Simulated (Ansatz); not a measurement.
Z-matrix (Å, degrees):
```
Ge
C 1 1.941
Si 1 2.383 2 110.5
H 1 1.541 2 108.1 3 -121.0
H 1 1.542 2 109.8 3 120.7
C 2 1.328 1 123.4 3 113.2
H 2 1.088 1 117.7 3 -65.5
H 3 1.488 1 109.9 2 57.1
H 3 1.488 1 110.8 2 177.1
H 3 1.487 1 110.1 2 -62.5
H 6 1.086 2 122.0 1 1.3
H 6 1.087 2 121.8 1 -178.9
```

Charge 0, multiplicity 1.

Task: List the PBE0/def2-TZVPP orbital energies in eV (Ansatz 0.2.0). (Best estimate.)

Result: Ansatz gave: Occupied: -10859.73, -1802.50, -1358.01, -1207.82, -1207.82, -1207.81, -278.44, -278.41, -170.72, -144.86, -120.52, -120.51, -120.50, -99.52, -99.51, -99.51, -33.36, -33.35, -33.32, -33.29, -33.28, -21.54, -16.71, -15.43, -14.19, -12.77, -11.45, -10.06, -9.91, -9.33, -8.95, -8.51, -7.58. Lowest empty: -0.45, 0.43, 0.61, 0.84, 1.42, 1.72, 1.87, 2.23.
